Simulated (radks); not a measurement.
Dy50+, configuration [He] 2s2 2p5.5 3s2 3p4 4p0.5 (fractional occupations, a model configuration).

Calculated with a radial shooting solver on a logarithmic mesh with Libxc functionals: Dirac Kohn-Sham, PBE, spin-unpolarised, spherical densities, point nucleus; open shells are shared between the two j in proportion to 2j + 1.

Energy parts (Ry):
| part | energy |
|---|---|
| total | -19076.1314 |
| kinetic | 21328.7555 |
| electron-nucleus | -42272.5377 |
| Hartree | 2148.0687 |
| exchange-correlation | -280.4178 |

Orbitals (lengths in bohr, moments of r in powers of bohr):
[
 {"orbital": "1s1/2", "occ.": "2", "eigenvalue (Ry)": "-4207.563", "<r>": "0.02110"},
 {"orbital": "2s1/2", "occ.": "2", "eigenvalue (Ry)": "-909.4469", "<r>": "0.08798"},
 {"orbital": "2p1/2", "occ.": "1.83333", "eigenvalue (Ry)": "-881.2124", "<r>": "0.07326"},
 {"orbital": "2p3/2", "occ.": "3.66667", "eigenvalue (Ry)": "-820.6346", "<r>": "0.08003"},
 {"orbital": "3s1/2", "occ.": "2", "eigenvalue (Ry)": "-357.6754", "<r>": "0.2142"},
 {"orbital": "3p1/2", "occ.": "1.33333", "eigenvalue (Ry)": "-347.1111", "<r>": "0.2019"},
 {"orbital": "3p3/2", "occ.": "2.66667", "eigenvalue (Ry)": "-331.5144", "<r>": "0.2122"},
 {"orbital": "4p1/2", "occ.": "0.166667", "eigenvalue (Ry)": "-183.5908", "<r>": "0.3934"},
 {"orbital": "4p3/2", "occ.": "0.333333", "eigenvalue (Ry)": "-177.5941", "<r>": "0.4073"}
]

The highest occupied level is 4p3/2 at -2416.3 eV. Summed over all electrons, <r^2> = 0.4587 bohr^2, which gives a Langevin (diamagnetic) susceptibility term of -0.363 x 10^-6 cm^3/mol. The density falls to 0.001 e/bohr^3 at r = 0.87 bohr.
